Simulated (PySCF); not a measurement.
PySCF input for C6H9O, SMILES O=C1C[CH]CCC1, multiplicity 2, TDA-PBE/def2-SVPD. The structure is a stationary point at B3LYP-D3(BJ)/def2-SVP. The isomer is the one that the SMILES or the coordinates give; other isomers of the formula were not compared. One conformer was computed; it need not be the lowest.

```python
import numpy as np
from pyscf import gto, scf, dft, tdscf

mol = gto.M(
    atom='''
    O    -1.61357290    0.03129233   -1.66166556
    C    -0.93451383    0.03430900   -0.66204026
    C    -0.45700899    1.33362766   -0.00810436
    C     0.94853184    1.25183968    0.49194078
    C     1.41062811    0.00010457    1.16107602
    C     0.99686094   -1.24780047    0.36161781
    C    -0.50829437   -1.23822944    0.05300046
    H    -0.61779439    2.16025821   -0.71542422
    H    -1.16320135    1.50582737    0.83960833
    H     1.55893359    2.15764749    0.52133189
    H     2.50127663    0.01661835    1.31400448
    H     0.96235700   -0.07790802    2.17807541
    H     1.55930356   -1.27288596   -0.58708863
    H     1.25996339   -2.16391927    0.91422233
    H    -0.81660438   -2.09680828   -0.56037082
    H    -1.07287326   -1.28227454    1.00402285
    ''',
    basis='def2-SVPD',
    charge=0,
    spin=1,
    max_memory=1600,
    verbose=4,
)
mf = dft.UKS(mol, xc='pbe').density_fit(auxbasis='def2-universal-jkfit')
mf.grids.level = 3
mf.conv_tol = 1e-9
mf.max_cycle = 100
mf.kernel()
fine, coarse = mf.grids, dft.Grids(mol).set(level=1).build(with_non0tab=True)
for _ in range(3):  # follow internal instabilities
    mf.grids = coarse
    mo, _, stable, _ = mf.stability(return_status=True, nroots=4)
    mf.grids = fine
    if stable:
        break
    mf.kernel(mf.make_rdm1(mo, mf.mo_occ))
mf.grids = dft.Grids(mol).set(level=1).build(with_non0tab=True)  # coarser grid for the response kernel
td = tdscf.TDA(mf)
td.nstates = 6
td.conv_tol = 1e-4
td.positive_eig_threshold = 1e-6
td.kernel(x0=td.get_init_guess(mf, 11))
td.analyze()
```

Log of the run:

```
PySCF version 2.14.0

[INPUT] verbose = 4
[INPUT] num. atoms = 16
[INPUT] num. electrons = 53
[INPUT] charge = 0
[INPUT] spin (= nelec alpha-beta = 2S) = 1
[INPUT] symmetry False subgroup None
[INPUT] Mole.unit = angstrom
[INPUT] Symbol           X                Y                Z      unit          X                Y                Z       unit  Magmom
[INPUT]  1 O     -1.613572900000   0.031292330000  -1.661665560000 AA   -3.049210863020   0.059133933500  -3.140092819022 Bohr   0.0
[INPUT]  2 C     -0.934513830000   0.034309000000  -0.662040260000 AA   -1.765975198318   0.064834613608  -1.251074774836 Bohr   0.0
[INPUT]  3 C     -0.457008990000   1.333627660000  -0.008104360000 AA   -0.863621827564   2.520191029545  -0.015315020815 Bohr   0.0
[INPUT]  4 C      0.948531840000   1.251839680000   0.491940780000 AA    1.792465398030   2.365634147063   0.929633343705 Bohr   0.0
[INPUT]  5 C      1.410628110000   0.000104570000   1.161076020000 AA    2.665700791513   0.000197608661   2.194115687600 Bohr   0.0
[INPUT]  6 C      0.996860940000  -1.247800470000   0.361617810000 AA    1.883794160876  -2.358001146404   0.683358622665 Bohr   0.0
[INPUT]  7 C     -0.508294370000  -1.238229440000   0.053000460000 AA   -0.960537149958  -2.339914520974   0.100156353876 Bohr   0.0
[INPUT]  8 H     -0.617794390000   2.160258210000  -0.715424220000 AA   -1.167462198393   4.082296375243  -1.351955838681 Bohr   0.0
[INPUT]  9 H     -1.163201350000   1.505827370000   0.839608330000 AA   -2.198131979224   2.845601320174   1.586629795603 Bohr   0.0
[INPUT] 10 H      1.558933590000   2.157647490000   0.521331890000 AA    2.945957531485   4.077362829455   0.985174492102 Bohr   0.0
[INPUT] 11 H      2.501276630000   0.016618350000   1.314004480000 AA    4.726727792475   0.031404130142   2.483108593652 Bohr   0.0
[INPUT] 12 H      0.962357000000  -0.077908020000   2.178075410000 AA    1.818591164058  -0.147224820707   4.115966003550 Bohr   0.0
[INPUT] 13 H      1.559303560000  -1.272885960000  -0.587088630000 AA    2.946656673459  -2.405405852204  -1.109436721546 Bohr   0.0
[INPUT] 14 H      1.259963390000  -2.163919270000   0.914222330000 AA    2.380985734079  -4.089214775969   1.727629820662 Bohr   0.0
[INPUT] 15 H     -0.816604380000  -2.096808280000  -0.560370820000 AA   -1.543158630320  -3.962393384920  -1.058947377998 Bohr   0.0
[INPUT] 16 H     -1.072873260000  -1.282274540000   1.004022850000 AA   -2.027436627769  -2.423147697103   1.897328209305 Bohr   0.0

nuclear repulsion = 297.463788572068
number of shells = 93
number of NR pGTOs = 303
number of NR cGTOs = 215
basis = def2-SVPD
ecp = {}


******** <class 'pyscf.df.df_jk.DFUKS'> ********
method = DFUKS
initial guess = minao
damping factor = 0
level_shift factor = 0
DIIS = <class 'pyscf.scf.diis.CDIIS'>
diis_start_cycle = 1
diis_space = 8
diis_damp = 0
SCF conv_tol = 1e-09
SCF conv_tol_grad = None
SCF max_cycles = 100
direct_scf = False
number electrons alpha = 27  beta = 26
XC library pyscf.dft.libxc version 7.1.2
    S. Lehtola, C. Steigemann, M. J. T. Oliveira, and M. A. L. Marques,  SoftwareX 7, 1–5 (2018)
XC functionals = pbe
    J. P. Perdew, K. Burke, and M. Ernzerhof,  Phys. Rev. Lett. 77, 3865 (1996)
    J. P. Perdew, K. Burke, and M. Ernzerhof,  Phys. Rev. Lett. 78, 1396 (1997)
    J. P. Perdew, K. Burke, and M. Ernzerhof,  Phys. Rev. Lett. 77, 3865 (1996)
    J. P. Perdew, K. Burke, and M. Ernzerhof,  Phys. Rev. Lett. 78, 1396 (1997)
radial grids:
    Treutler-Ahlrichs [JCP 102, 346 (1995); DOI:10.1063/1.469408] (M4) radial grids

becke partition: Becke, JCP 88, 2547 (1988); DOI:10.1063/1.454033
pruning grids: <function nwchem_prune>
grids dens level: 3
symmetrized grids: False
atomic radii adjust function: <function treutler_atomic_radii_adjust>
small_rho_cutoff = 0
Set gradient conv threshold to 3.16228e-05
tot grids = 187064
init E= -309.101694665467
  alpha nocc = 27  HOMO = -0.189052622295979  LUMO = -0.119813356154864
  beta  nocc = 26  HOMO = -0.32270767584529  LUMO = -0.189052622295979

WARN: HOMO -0.189052622295979 >= LUMO -0.189052622295979

cycle= 1 E= -308.462454537106  delta_E= 0.639  |g|= 0.607  |ddm|= 4.45
  alpha nocc = 27  HOMO = -0.0293245886336932  LUMO = 0.0102753539153393
  beta  nocc = 26  HOMO = -0.0684566482035489  LUMO = -0.0248446232958526
  HOMO = -0.0293245886337  LUMO = -0.0248446232959  gap/eV = 0.12191
cycle= 2 E= -307.017356195069  delta_E= 1.45  |g|= 1.74  |ddm|= 4.25
  alpha nocc = 27  HOMO = -0.0922347446212881  LUMO = -0.0405867802799009
  beta  nocc = 26  HOMO = -0.222336828113839  LUMO = -0.0782969334279597
  HOMO = -0.0922347446213  LUMO = -0.078296933428  gap/eV = 0.37927
cycle= 3 E= -308.50167651314  delta_E= -1.48  |g|= 0.463  |ddm|= 4.03
  alpha nocc = 27  HOMO = -0.16037998552066  LUMO = -0.0622972609957135
  beta  nocc = 26  HOMO = -0.21526699214639  LUMO = -0.10711582171434
  HOMO = -0.160379985521  LUMO = -0.107115821714  gap/eV = 1.44939
cycle= 4 E= -308.625802571171  delta_E= -0.124  |g|= 0.0712  |ddm|= 1.28
  alpha nocc = 27  HOMO = -0.158463856525442  LUMO = -0.064669632259736
  beta  nocc = 26  HOMO = -0.211480247413047  LUMO = -0.0956654180213468
  HOMO = -0.158463856525  LUMO = -0.0956654180213  gap/eV = 1.70883
cycle= 5 E= -308.627625057564  delta_E= -0.00182  |g|= 0.0435  |ddm|= 0.231
  alpha nocc = 27  HOMO = -0.162248885636224  LUMO = -0.0607194563368587
  beta  nocc = 26  HOMO = -0.208269186720993  LUMO = -0.0970490759133744
  HOMO = -0.162248885636  LUMO = -0.0970490759134  gap/eV = 1.77418
cycle= 6 E= -308.628512907999  delta_E= -0.000888  |g|= 0.0144  |ddm|= 0.111
  alpha nocc = 27  HOMO = -0.161277035056101  LUMO = -0.0618803361402804
  beta  nocc = 26  HOMO = -0.209621642852  LUMO = -0.0949854252585971
  HOMO = -0.161277035056  LUMO = -0.0949854252586  gap/eV = 1.80389
cycle= 7 E= -308.628615225025  delta_E= -0.000102  |g|= 0.00341  |ddm|= 0.0408
  alpha nocc = 27  HOMO = -0.161579332900016  LUMO = -0.0615215624724232
  beta  nocc = 26  HOMO = -0.209494840115453  LUMO = -0.0947252943770578
  HOMO = -0.1615793329  LUMO = -0.0947252943771  gap/eV = 1.81919
cycle= 8 E= -308.628620951645  delta_E= -5.73e-06  |g|= 0.00165  |ddm|= 0.0143
  alpha nocc = 27  HOMO = -0.161698328730583  LUMO = -0.0616242739325323
  beta  nocc = 26  HOMO = -0.209553107657497  LUMO = -0.0946659733473458
  HOMO = -0.161698328731  LUMO = -0.0946659733473  gap/eV = 1.82404
cycle= 9 E= -308.628622184531  delta_E= -1.23e-06  |g|= 0.000668  |ddm|= 0.00402
  alpha nocc = 27  HOMO = -0.161731382787996  LUMO = -0.0615613773619592
  beta  nocc = 26  HOMO = -0.209500232554806  LUMO = -0.0946393065126498
  HOMO = -0.161731382788  LUMO = -0.0946393065126  gap/eV = 1.82567
cycle= 10 E= -308.628622434065  delta_E= -2.5e-07  |g|= 0.000114  |ddm|= 0.00156
  alpha nocc = 27  HOMO = -0.161725503247211  LUMO = -0.0615330830987681
  beta  nocc = 26  HOMO = -0.209475072838374  LUMO = -0.0946281982162551
  HOMO = -0.161725503247  LUMO = -0.0946281982163  gap/eV = 1.82581
cycle= 11 E= -308.628622440326  delta_E= -6.26e-09  |g|= 8.16e-05  |ddm|= 0.000458
  alpha nocc = 27  HOMO = -0.161730661751902  LUMO = -0.0615449815785238
  beta  nocc = 26  HOMO = -0.209489373138758  LUMO = -0.0946364799589703
  HOMO = -0.161730661752  LUMO = -0.094636479959  gap/eV = 1.82573
cycle= 12 E= -308.628622443952  delta_E= -3.63e-09  |g|= 1.98e-05  |ddm|= 0.000203
  alpha nocc = 27  HOMO = -0.161729908864495  LUMO = -0.0615418504762317
  beta  nocc = 26  HOMO = -0.20948861775153  LUMO = -0.0946365918296035
  HOMO = -0.161729908864  LUMO = -0.0946365918296  gap/eV = 1.82570
cycle= 13 E= -308.628622444198  delta_E= -2.46e-10  |g|= 1.48e-05  |ddm|= 6.37e-05
  alpha nocc = 27  HOMO = -0.161729500132274  LUMO = -0.0615424992839158
  beta  nocc = 26  HOMO = -0.209487133305611  LUMO = -0.0946364767481396
  HOMO = -0.161729500132  LUMO = -0.0946364767481  gap/eV = 1.82569
Extra cycle  E= -308.628622443894  delta_E= 3.03e-10  |g|= 3.25e-05  |ddm|= 5.96e-05
converged SCF energy = -308.628622443894  <S^2> = 0.75364971  2S+1 = 2.0036464
tot grids = 58512
uhf_internal: lowest eigs of H = [1.17584693 1.17913305 1.18094504 1.1850581 ]
<class 'pyscf.df.df_jk.DFUKS'> wavefunction is stable in the internal stability analysis
tot grids = 58512
Overwritten attributes  positive_eig_threshold  of <class 'pyscf.tdscf.uks.TDA'>


******** <class 'pyscf.tdscf.uks.TDA'> for <class 'pyscf.df.df_jk.DFUKS'> ********
nstates = 6
deg_eia_thresh = 1.000e-03
wfnsym = None
conv_tol = 0.0001
eigh lindep = 1e-12
eigh level_shift = 0
eigh max_cycle = 100


Excitation energies (eV)
[2.64193383 3.22813833 3.75824938 4.27353757 4.42240022 4.92389061]

** Excitation energies and oscillator strengths **
Excited State   1:      2.64193 eV    469.29 nm  f=0.0007
      27a ->   28a     -0.99100
Excited State   2:      3.22814 eV    384.07 nm  f=0.0209
      26b ->   27b      0.98701
Excited State   3:      3.75825 eV    329.90 nm  f=0.0006
      26a ->   28a      0.65933
      26b ->   28b     -0.74364
Excited State   4:      4.27354 eV    290.12 nm  f=0.0015
      26a ->   28a      0.74508
      27a ->   29a     -0.12377
      26b ->   28b      0.65278
Excited State   5:      4.42240 eV    280.35 nm  f=0.0044
      27a ->   29a      0.98865
      26b ->   28b      0.10601
Excited State   6:      4.92389 eV    251.80 nm  f=0.0199
      27a ->   30a     -0.99705

** Transition electric dipole moments (AU) **
state          X           Y           Z        Dip. S.      Osc.
  1         0.0916      0.0276     -0.0458      0.0112      0.0007
  2        -0.3870     -0.2032     -0.2705      0.2642      0.0209
  3         0.0470      0.0283      0.0560      0.0062      0.0006
  4        -0.1028     -0.0444     -0.0377      0.0140      0.0015
  5        -0.0585     -0.1887      0.0368      0.0404      0.0044
  6         0.3616     -0.1433     -0.1182      0.1653      0.0199

** Transition velocity dipole moments (imaginary part, AU) **
state          X           Y           Z        Dip. S.      Osc.
  1        -0.0144      0.0001      0.0148      0.0004      0.0029
  2         0.0205      0.0157      0.0231      0.0012      0.0067
  3         0.0007     -0.0019     -0.0053      0.0000      0.0002
  4         0.0031     -0.0081     -0.0051      0.0001      0.0004
  5         0.0021     -0.0056      0.0040      0.0001      0.0002
  6         0.0347     -0.0293     -0.0188      0.0024      0.0089

** Transition magnetic dipole moments (imaginary part, AU) **
state          X           Y           Z
  1         0.0035      0.0664      0.0118
  2        -0.0523      0.1117     -0.2869
  3        -0.0237     -0.0271     -0.0107
  4         0.5088      0.0145      0.8322
  5         0.1108     -0.0487      0.3649
  6         0.1078      0.1340      0.1076
```

The calculation finished and met its thresholds.

Cost: around 11 core-minutes (rough).
